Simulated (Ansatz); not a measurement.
Calculated with Ansatz (gas phase, PBE0-D4/def2-TZVP geometries, no zero-point term in ΔE). CCSD(T)/CBS adds triple-zeta CCSD(T) − MP2 to the extrapolated MP2 energy (def2 sets, frozen cores). This one scheme is used for every species. DFT in def2-TZVPP. B3LYP here is the variant with VWN-RPA as its local correlation; programs differ in this. No spin–orbit coupling; open shells (•) take unrestricted orbitals. Each species was taken in one conformer, which may not be the lowest.

Reaction (homolysis of the B–B bond): `BB(C)CC` → `C[B]CC`• + `[BH2]`•

`BB(C)CC`:

Cartesian coordinates in Å:
```
B 0.352 1.739 0.491
B -0.389 0.431 -0.198
C -1.808 0.583 -0.865
C 0.282 -0.992 -0.219
C 1.455 -1.254 0.718
H 0.146 2.078 1.625
H 1.127 2.429 -0.116
H -2.001 -0.165 -1.640
H -2.047 1.575 -1.256
H -2.534 0.389 -0.061
H -0.488 -1.768 -0.113
H 0.611 -1.093 -1.267
H 1.150 -1.178 1.765
H 1.885 -2.249 0.575
H 2.258 -0.528 0.560
```

`C[B]CC`•:

Z-matrix (Å, degrees):
```
C
B 1 1.545
H 1 1.102 2 105.1
H 1 1.091 2 115.2 3 116.9
H 1 1.098 2 113.7 3 -115.6
C 2 1.550 1 130.3 3 84.0
C 6 1.530 2 117.5 1 -7.1
H 6 1.097 2 109.3 1 -134.6
H 6 1.102 2 104.7 1 115.6
H 7 1.093 6 111.4 2 57.5
H 7 1.093 6 111.7 2 177.8
H 7 1.093 6 111.2 2 -62.1
```

`[BH2]`•:

```xyz
3

B     0.328   -0.012   -0.085
H     0.107    0.310    1.040
H    -0.435   -0.298   -0.955
```

| level | ΔE (kcal/mol) |
| --- | --- |
| PBE-D4 | 103.5 |
| B3LYP-D4 | 102.2 |
| ωB97X-V | 106.4 |
| SCS-MP2/def2-QZVPP | 104.6 |

(1) What does CCSD(T)/CBS give? (Estimate.)

Largest T1 diagnostic among the species: 0.011.

Results:

(1) Computed: +104.8 kcal/mol. The listed levels differ from it by -1.3, -2.6, 1.6, -0.2 kcal/mol.

The D4 term adds +2.1 kcal/mol with B3LYP and +1.2 kcal/mol with PBE0; it sums over pairs of atoms, weighted by their polarisabilities, and B3LYP, whose exchange is more repulsive, gets the larger term. In def2-TZVPP, CCSD(T) changes the Hartree–Fock value by +25.6 kcal/mol (the triples alone add +1.8 kcal/mol) and MP2 by +25.8 kcal/mol; breaking electron pairs costs correlation energy, which Hartree–Fock lacks.
